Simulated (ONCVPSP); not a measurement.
**An odd input for ONCVPSP 4.0.1 (hydrogen)**

Command:

```bash
oncvpsp.x < H.dat > H.out
```

Input:

```
# ATOM AND REFERENCE CONFIGURATION
# atsym  z   nc   nv     iexc    psfile
  H 1.00    0    1        4      upf
#
#   n    l    f
    1    0    0.50
#
# PSEUDOPOTENTIAL AND OPTIMIZATION
# lmax
    1
#
#   l,   rc,      ep,       ncon, nbas, qcut
    0    1.00    0.00    4    7    7.20
    1    0.85    0.07    4    8   25.00
#
# LOCAL POTENTIAL
# lloc, lpopt,  rc(5),   dvloc0
    4    5    0.70    3.00
#
# VANDERBILT-KLEINMAN-BYLANDER PROJECTORs
# l, nproj, debl
    0    3    2.90
    1    2    2.00
#
# MODEL CORE CHARGE
# icmod, fcfact, rcfact
    0    0.00    0.00
#
# LOG DERIVATIVE ANALYSIS
# epsh1, epsh2, depsh
   -2.00    5.00    0.02
#
# OUTPUT GRID
# rlmax, drl
    6.00    0.01
#
# TEST CONFIGURATIONS
# ncnf
    1
# nvcnf
#   n    l    f
    1
    1    0    1.00
#
```

This is an input that runs to its end, with one change: qcut of l = 1 set to 25.00.

Problem. How does the run end?

Solution. The program runs through. Ghost flags: none; the largest excitation error among the 1 tests with output is 0.939 meV, as for the unchanged input.

```
      PS_ref= -2.83831486D-01  PS_tst= -2.83831486D-01  dif= -5.55D-16
      PSP excitation error=  5.55D-16

Test configuration 1

   n   l     f        eae           eps        diff
   1   0  1.0000   -0.23860194   -0.23869360   -9.17D-05

    Total energies and differences
      AE_ref= -2.83946893D-01  AE_tst= -4.58934602D-01  dif= -1.75D-01
      PS_ref= -2.83831486D-01  PS_tst= -4.58853712D-01  dif= -1.75D-01
      PSP excitation error=  3.45D-05
```
